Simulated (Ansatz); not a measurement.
**SnH3F (SnFH3): methods side by side**

The species is SnH3F (5 atoms), meant as a singlet with charge 0. As SMILES, `[H][Sn]([H])([H])[F]`. The shape comes from GFN2-xTB, which is rough for such elements, and wasn't checked as a minimum.

Quantity: the vertical ionisation energy (to the doublet cation), in eV. The values are calculated.

```tsv
level	kind	program	value (eV)	less FCI/STO-3G	CPU time (all runs)
SVWN5/STO-3G	LDA	Ansatz	7.70	+0.85	11 s
PBE/STO-3G	GGA	Ansatz	7.66	+0.81	24 s
revPBE/STO-3G	GGA	Ansatz	7.63	+0.78	24 s
PBE0/STO-3G	global hybrid	Ansatz	7.95	+1.10	35 s
CAM-B3LYP/STO-3G	range-separated hybrid	Ansatz	8.06	+1.21	37 s
MP2/STO-3G	perturbation theory	Ansatz	6.77	-0.08	7.4 s
CCSD(T)/STO-3G	coupled cluster or CI	Ansatz	6.86	+0.01	8.2 s
CCSDT/STO-3G	coupled cluster or CI	Ansatz	6.85	0.00	14 s
FCI/STO-3G	exact in the basis	Ansatz	6.85	0.00	4.2 min
```

FCI/STO-3G is exact within its basis and frozen core, so for wave-function methods in that basis the difference is their error; functionals converge differently with the basis, so for them it is only a difference. All-electron rows without a relativistic Hamiltonian named are non-relativistic. Spin-orbit coupling, which can split open shells on such heavy atoms by tenths of an eV, is left out. The values span 6.77 to 8.06 eV. All rows use very small basis sets, so none should be taken for the real molecule's value. In the correlated wave-function rows the outer d shell of Sn is correlated, in sets not made for it. Times are those of the runs behind each value, whatever else they computed, on shared processors of several kinds: orders of magnitude only.
